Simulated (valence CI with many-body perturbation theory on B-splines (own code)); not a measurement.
## A CI+MBPT run for Tl⁴²⁺

Computed by valence CI with perturbative core correlation (CI+MBPT): three valence electrons over a frozen Dirac-Fock core [Kr], a basis of 9 s, 9 p, 10 d, 8 f, 5 g, 3 h, 1 i functions for each j, with the one-electron correlation potential Σ1 (screened to all orders), the two-electron term Σ2, the three-electron term Σ3, Breit, model QED; selected single and double excitations, second order for the rest (own B-spline code, finite nucleus).

Command, and the settings that its task file holds:

```sh
python run_cv.py task.json out
```

```
atom Tl  Z=81  mass_number=205  rms_radius_fm=5.4759
core [Kr]
valence 4d3
avg = 1
basis = L
breit = 1
cap = 40000
capref = 1200
cscale = 1
de = 0.0
dress = 0
eps = 2e-08
h = 0.27
hh = 1
l2 = 3
lcore = 6
maxit = 60
n2 = 5
natural = 1
nlev = 60
nno = [6, 6, 7, 6, 4, 3, 1]
nroot = 26
nsp = [3, 3, 3, 2, 1, 0, 0]
pt2 = 1
qed = 1
rpa = 1
s1 = 1
s2 = 1
s3 = 1
screen = 1
tol = 2e-05
```

(1) Roughly how long does this run take on one core of Arm Neoverse V1, and how much memory?

Log. The first blocks belong to the next ion, which gives the ionisation energy. Fields: 2J, parity (1 odd), roots, reference size, generating configurations, candidates as configurations/state functions, variational space P, stored matrix elements, Davidson steps; e2 is the range of second-order energies in hartree. The first line gives the box (bohr), its intervals, the orbitals and the steps of their self-consistent field. Window is the range of levels sought, series limit the energy at which the first omitted orbital would enter, core excitation an estimate of the first excitation out of the core, left out the lowest levels not solved, and shifts from estimates the range by which levels moved from their first estimate, all in cm⁻¹.

```
rmax 3.5 intervals 57 orbitals 81 references ['4d3', '4d2 4f', '4d 4f2', '4d2 5s', '4d2 5p'] scf 3 t 1.7
2J=4 par=0 roots 2 ref 43 generators 2 cand 1141/1141 P 803/803 nnz 0 it 0
2J=4 par=0 roots 2 ref 43 generators 5 cand 381/381 P 970/970 nnz 0 it 0
   second order: generators 8 cand 214/214 e2 -0.00000 -0.00000
2J=0 par=0 roots 2 ref 13 generators 4 cand 348/348 P 322/322 nnz 0 it 0
2J=0 par=0 roots 2 ref 13 generators 4 cand 39/39 P 355/355 nnz 0 it 0
   second order: generators 6 cand 6/6 e2 -0.00000 -0.00000
2J=6 par=0 roots 2 ref 39 generators 2 cand 1144/1144 P 514/514 nnz 0 it 0
2J=6 par=0 roots 2 ref 39 generators 4 cand 669/669 P 675/675 nnz 0 it 0
   second order: generators 6 cand 508/508 e2 -0.00000 -0.00000
reference levels 697, estimated 19, window 798436 1/cm; series limit 10628842, core excitation 1482806
2J=3 par=0 roots 5 ref 66 generators 7 cand 5087/12840 P 1912/5098 nnz 6.8e+06 it 4
2J=3 par=0 roots 5 ref 66 generators 10 cand 4093/10307 P 2468/6547 nnz 1e+07 it 4
   second order: generators 10 cand 3537/8858 e2 -0.00002 -0.00001
2J=5 par=0 roots 5 ref 80 generators 5 cand 5559/17074 P 1971/6199 nnz 1e+07 it 4
2J=5 par=0 roots 5 ref 80 generators 8 cand 4338/13454 P 2563/8004 nnz 1.5e+07 it 4
   second order: generators 9 cand 3746/11649 e2 -0.00002 -0.00001
2J=7 par=0 roots 3 ref 77 generators 2 cand 2431/7101 P 1809/5806 nnz 9e+06 it 4
2J=7 par=0 roots 3 ref 77 generators 6 cand 4464/14936 P 2377/7599 nnz 1.5e+07 it 5
   second order: generators 7 cand 3896/13143 e2 -0.00002 -0.00001
2J=9 par=0 roots 3 ref 66 generators 3 cand 2121/6095 P 1718/5391 nnz 8.1e+06 it 4
2J=9 par=0 roots 3 ref 66 generators 8 cand 4224/13774 P 2179/6882 nnz 1.3e+07 it 4
   second order: generators 9 cand 3763/12283 e2 -0.00001 -0.00001
2J=1 par=0 roots 2 ref 37 generators 2 cand 1507/2386 P 1575/2604 nnz 1.9e+06 it 3
2J=1 par=0 roots 2 ref 37 generators 6 cand 3583/5867 P 2090/3463 nnz 2.9e+06 it 4
   second order: generators 7 cand 3068/5008 e2 -0.00001 -0.00001
2J=11 par=0 roots 1 ref 44 generators 1 cand 1700/4520 P 1215/3529 nnz 3.9e+06 it 4
2J=11 par=0 roots 1 ref 44 generators 3 cand 4041/12273 P 1651/4808 nnz 6.5e+06 it 4
   second order: generators 4 cand 3605/10994 e2 -0.00001 -0.00001
left out: unestimated 1975858, estimated none, shifts from estimates -14 to 12
operators 3.8
```

The Davidson iterations converged.

The last digits are not significant, and no measured levels were compared; by estimate large intervals hold to a few tenths of a per cent, small ones and those within an open d or f shell to about a per cent. Only levels of the ground parity were solved; by the run's estimate the other parity begins above the list, which can be wrong where configurations are misplaced.

```yaml
Valence_energy: -236.0379 hartree
Ionisation_energy: "2076.3 eV (NIST: 2075 ± 4 eV (theoretical))"
Reference_configurations_for_the_orbitals: 4d3, 4d2 4f, 4d 4f2, 4d2 5s, 4d2 5p
Radial_orbitals: 81
Box_radius: 3.473 bohr
Largest_variational_space: 8004
Lowest_levels: (4d3/2^3) J=3/2 0, (4d3/2^2 4d5/2) J=5/2 [a] 211460, (4d3/2^2 4d5/2) J=3/2 232280, (4d3/2^2 4d5/2) J=7/2 248510, (4d3/2^2 4d5/2) J=9/2 249760, (4d3/2^2 4d5/2) J=1/2 251470, (4d3/2^2 4d5/2) J=5/2 [b] 330750, (4d3/2 4d5/2^2) J=7/2 [a] 455300, (4d3/2 4d5/2^2) J=9/2 472820, (4d3/2 4d5/2^2) J=3/2 [a] 487890, (4d3/2 4d5/2^2) J=1/2 498530, (4d3/2 4d5/2^2) J=5/2 [a] 502700, (4d3/2 4d5/2^2) J=11/2 507190, (4d3/2 4d5/2^2) J=5/2 [b] 533810 cm⁻¹
```

Levels are named by their leading jj configuration (3d3/2^4 stands for four electrons in 3d with j = 3/2), which in mixed levels can hold well under half, so a name can repeat and another be missing. Letters in brackets count levels of one name in rising energy.

Answers

(1) 63 s on 1 thread of Arm Neoverse V1, with other jobs on the host, peak memory 0.59 GiB.
